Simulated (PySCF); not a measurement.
Species: N-dimethylaminodiborane, C2H11B2N.
Atom-mapped SMILES: `[H+]1[BH2-:4][N+:2]([CH3:1])([CH3:3])[BH2-:6]1` (hydrogens: H7, H8, H9 on C1; H10, H11, H12 on C3; H5, H13, H14 on B4; H5, H15, H16 on B6)

All values: PBE0/pcSseg-1 and wB97X-D/def2-SVPD (PySCF, non-relativistic), on one gas-phase PBE0-D3(BJ)/def2-SVP geometry that isn't relaxed in the solvent. The solvent is an IEF-PCM continuum (cavity from Bondi-type radii × 1.2). Only the electrostatic response of the medium enters.

Gas phase at PBE0/pcSseg-1: HOMO -8.64 eV, LUMO 1.29 eV, dipole 2.87 D.

Task: What does the continuum do to the energy, the frontier levels and the dipole at PBE0/pcSseg-1 in chloroform?

Result: 
```json
{"solvent": "chloroform", "ε": "4.711", "E(solvent) − E(gas) (kJ/mol)": "-9.67", "polarisation term (kJ/mol)": "-10.85", "distortion of the solute (kJ/mol)": "1.18", "HOMO (eV)": "-8.69", "LUMO (eV)": "1.37", "dipole (D)": "3.41"}
```

The first energy column is the sum of the next two and covers electrostatics alone.

Task: Which radius a makes the point-dipole formula ΔE = −[(ε − 1)/(2ε + 1)]·μ²/a³ give the value in chloroform, with the gas-phase dipole?

Result: μ = 1.131 au and |ΔE| = 0.00368 Eh give a = 2.64 Å; the farthest nucleus lies 2.24 Å from the centroid of the nuclei. The formula assumes a rigid point dipole at the centre of a sphere.

Task: Which Mulliken charges (PBE0/pcSseg-1) respond most in chloroform (means over atoms taken as equivalent)?

Result: 
```json
{"atoms": "H13/H14/H15/H16", "environment": "hydrogen on boron", "gas (e)": "+0.041", "solvent (e)": "+0.028", "change": "-0.013"}
{"atoms": "B4/B6", "environment": "boron bonded to N and 3 H", "gas (e)": "-0.137", "solvent (e)": "-0.129", "change": "+0.008"}
{"atoms": "H7 (×6)", "environment": "hydrogen on carbon", "gas (e)": "+0.132", "solvent (e)": "+0.139", "change": "+0.007"}
{"atoms": "C1/C3", "environment": "carbon bonded to N and 3 H", "gas (e)": "-0.059", "solvent (e)": "-0.063", "change": "-0.004"}
{"atoms": "N2", "environment": "nitrogen bonded to 2 B and 2 C", "gas (e)": "-0.658", "solvent (e)": "-0.657", "change": "+0.001"}
{"atoms": "H5", "environment": "hydrogen bonded to 2 B", "gas (e)": "+0.098", "solvent (e)": "+0.098", "change": "0.000"}
```

Task: Which Mayer bond orders change most in chloroform?

Result: 
```csv
bond,length (Å),gas,solvent,change
N2–B4,1.555,0.709,0.721,+0.012
B6–N2,1.554,0.710,0.722,+0.012
C1–N2,1.463,0.919,0.912,-0.007
N2–C3,1.463,0.919,0.912,-0.007
H5–B6,1.351,0.491,0.488,-0.003
B4–H5,1.348,0.493,0.491,-0.002
C1–H8,1.095,0.957,0.955,-0.002
C3–H10,1.095,0.957,0.955,-0.002
```

Gas phase at wB97X-D/def2-SVPD: HOMO -10.57 eV, LUMO 2.06 eV, dipole 2.80 D.

Task: What does the continuum do to the energy, the frontier levels and the dipole at wB97X-D/def2-SVPD in chloroform?

Result: 
```csv
solvent,ε,E(solvent) − E(gas) (kJ/mol),polarisation term (kJ/mol),distortion of the solute (kJ/mol),HOMO (eV),LUMO (eV),dipole (D)
chloroform,4.711,-9.75,-11.03,1.28,-10.59,2.13,3.37
```

The atom shares or the degeneracy of the HOMO differ from the gas phase in chloroform, so that column needn't follow one orbital.

Task: How does the static polarisability (wB97X-D/def2-SVPD, frozen core, with the continuum's full static response) change?

Result: 
| medium | isotropic (au) | principal values (au) | ⟨r²⟩ of the electrons (bohr²) |
| --- | --- | --- | --- |
| gas | 64.3 | 63.8, 64.3, 64.8 | 448.4 |
| chloroform | 79.0 | 77.8, 78.5, 80.8 | 448.6 |

The isotropic value in chloroform is 1.23 times the gas-phase one; no cavity-field correction is applied. ⟨r²⟩ is taken about the centre of nuclear charge.

wB97X-D is run here without its empirical dispersion term; that term would change no orbital, density or response property at a fixed geometry.
